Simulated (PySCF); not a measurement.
M06-L on S- (sulfur, charge -1), [Ne] 3s2 3p5, 2P determinant. All numbers are calculated (PySCF 2.14, no relativity, point nucleus, in aug-cc-pV(T+d)Z with one added diffuse shell each of s, p, d, f type (7s6p5d3f, 71 functions)).

```
cycle= 1 E= -398.185217641025  delta_E= -0.00427  |g|= 0.0226  |ddm|= 0.213
cycle= 2 E= -398.184938832431  delta_E= 0.000279  |g|= 0.0291  |ddm|= 0.124
cycle= 3 E= -398.185632765818  delta_E= -0.000694  |g|= 0.00303  |ddm|= 0.0826
cycle= 4 E= -398.185642673476  delta_E= -9.91e-06  |g|= 0.000531  |ddm|= 0.0155
cycle= 5 E= -398.185643104313  delta_E= -4.31e-07  |g|= 0.000263  |ddm|= 0.00364
cycle= 6 E= -398.185643238219  delta_E= -1.34e-07  |g|= 1.93e-05  |ddm|= 0.0016
cycle= 7 E= -398.185643239846  delta_E= -1.63e-09  |g|= 2.88e-06  |ddm|= 0.000253
cycle= 8 E= -398.185643239894  delta_E= -4.81e-11  |g|= 2.1e-06  |ddm|= 4.77e-05
converged SCF energy = -398.185643239894  <S^2> = 0.7581613  2S+1 = 2.0081447
```

Highest occupied orbital energy: 1.229 eV; ⟨L²⟩ = 2.03; populations by l: s 6.00, p 11.00, d 0.00, f 0.00.

(1) Can this result be used?

## Answers

(1) With care. The calculation finished and met its thresholds. At M06-L the highest occupied level has a positive energy, so only the finite basis holds that electron; in a semilocal or global hybrid functional this comes from self-interaction and does not mean that the real anion is unbound.
